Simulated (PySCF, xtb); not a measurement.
GeHBr, SMILES [GeH][Br] (connectivity only; charge and spin as stated), neutral, multiplicity 1.

Harmonic wavenumbers (cm⁻¹) from xtb with GFN2-xTB at its own minimum, in rising order: 288, 659, 1400.

### Question
What does PBE0-D3(BJ)/def2-TZVP in PySCF give at its own minimum? (An estimate is asked for; the answer gives what the named calculation found.)

### Answer
293, 701, 1911. Paired by order, the mean absolute difference is 186 cm⁻¹ and the zero-point energies are 3.4 and 4.2 kcal/mol.
